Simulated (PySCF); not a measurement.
AsF₅.
SMILES: `F[As](F)(F)(F)F`

Level of theory: PySCF 2.14.0, PBE0-D3(BJ)/def2-SVP geometry optimisation, gas phase.

Masses are those of the commonest isotopes; rigid-rotor values at the optimised geometry. 

Q: What are A, B and C (GHz)?

A: Ia = 163.20, Ib = 192.62, Ic = 193.17 u·Å²; 505379 MHz·u·Å²/I gives 3097, 2624 and 2616 MHz, that is A = 3.0967, B = 2.6237, C = 2.6163 GHz.

Q: What kind of rotor is it?

A: A prolate symmetric top, as the point group D3h requires two equal moments; the computed ones differ by 0.28 % because the geometry is symmetric only within the optimiser's tolerance. Ray's parameter κ = (2B − A − C)/(A − C) = -0.969; −1 is the prolate and +1 the oblate limit.

The point group D3h allows no dipole (computed: 0.00 D), so a rigid rotor has no electric-dipole lines.

Q: Estimate the classical rotational partition function at 10 K, 100 K and 500 K.

A: Point group D3h, symmetry number σ = 6; q = (√π/σ)·√((kT/h)³/(ABC)), k/h = 20836.6 MHz/K: 193 at 10 K, 6090 at 100 K, 68100 at 500 K.

Not checked by PBE0-D3(BJ)/def2-SVP frequencies. Zero-point vibration and centrifugal distortion are left out.
